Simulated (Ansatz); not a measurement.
Mulliken charges of C₂H₅BrSi (`C=C([SiH3])Br`) from B3LYP/def2-TZVPP in Ansatz (PBE0-D4/def2-TZVP geometry).

```json
{"atom": "C1", "x (Å)": "-0.479", "y (Å)": "1.393", "z (Å)": "-0.537", "charge (e)": "-0.200"}
{"atom": "C2", "x (Å)": "-0.164", "y (Å)": "0.107", "z (Å)": "-0.601", "charge (e)": "-0.069"}
{"atom": "Si3", "x (Å)": "0.449", "y (Å)": "-0.946", "z (Å)": "0.813", "charge (e)": "0.282"}
{"atom": "Br4", "x (Å)": "-0.324", "y (Å)": "-0.827", "z (Å)": "-2.252", "charge (e)": "-0.083"}
{"atom": "H5", "x (Å)": "-0.831", "y (Å)": "1.959", "z (Å)": "-1.393", "charge (e)": "0.124"}
{"atom": "H6", "x (Å)": "-0.385", "y (Å)": "1.919", "z (Å)": "0.408", "charge (e)": "0.114"}
{"atom": "H7", "x (Å)": "1.791", "y (Å)": "-1.485", "z (Å)": "0.484", "charge (e)": "-0.051"}
{"atom": "H8", "x (Å)": "-0.490", "y (Å)": "-2.074", "z (Å)": "1.034", "charge (e)": "-0.051"}
{"atom": "H9", "x (Å)": "0.521", "y (Å)": "-0.092", "z (Å)": "2.027", "charge (e)": "-0.068"}
```

Q: By hand: the dipole of these point charges (1 e Å = 4.8032 D).

A: Σ q r = (0.012, 0.165, 0.224) e Å, of length 0.278 e Å = 1.34 D.

Q: How does the dipole of the full density compare? (Estimate.)

A: Computed: (-0.006, 0.215, 0.202) e Å, 1.42 D; the point charges give 0.94 times that, at 11° from its direction.

Point charges leave out the atoms' own dipoles, such as those of lone pairs, and Mulliken's split depends on the basis, so the close match here is no proof of good charges.

B3LYP here is the variant with VWN-RPA as its local correlation; programs differ in this.
